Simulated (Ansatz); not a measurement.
Born–Oppenheimer molecular dynamics of C₂H₆BCl (10 atoms, charge 0, multiplicity 1). It starts from a relaxed structure.

The calculation used RKS BHLYP/6-31G in Ansatz.

```json
{
  "ensemble": "NVT, Langevin thermostat",
  "time step": "0.25 fs",
  "steps asked": "250",
  "set temperature": "500 K",
  "friction": "0.01 /fs",
  "seed": "33633"
}
```

First frame:

```xyz
10
Properties=species:S:1:pos:R:3
B -0.062 -0.006 0.030
C -0.001 0.026 1.584
H -0.979 -0.088 2.043
H 0.665 -0.741 1.976
H 0.415 0.980 1.914
Cl 1.544 -0.066 -0.855
C -1.361 -0.006 -0.822
H -1.797 -1.008 -0.784
H -2.108 0.663 -0.395
H -1.210 0.246 -1.866
```

Problem. How far do the bonds stretch over the last three quarters of this one trajectory? (Pairs bonded in most of those frames.)

Solution. 
| bond | mean (Å) | spread (Å) | shortest | longest |
| --- | --- | --- | --- | --- |
| B1–C2 | 1.563 | 0.041 | 1.48 | 1.61 |
| B1–Cl6 | 1.837 | 0.021 | 1.81 | 1.88 |
| B1–C7 | 1.564 | 0.034 | 1.51 | 1.62 |
| C2–H3 | 1.087 | 0.030 | 1.04 | 1.15 |
| C2–H4 | 1.094 | 0.019 | 1.06 | 1.14 |
| C2–H5 | 1.092 | 0.025 | 1.05 | 1.13 |
| C7–H8 | 1.095 | 0.024 | 1.04 | 1.14 |
| C7–H9 | 1.092 | 0.036 | 1.03 | 1.15 |
| C7–H10 | 1.094 | 0.030 | 1.04 | 1.15 |

Mean temperature of the second half: 332 K. The mean temperature of the second half is 34 % below the set value. A run of 0.062 ps of so small a system gives no equilibrium averages. Limits of this set-up: no polarisation functions.

Time of the run: 8.9 min on 1 thread of AMD EPYC 7R43 64-Core Processor (Zen 3), with other jobs on the host, peak memory 0.13 GiB.
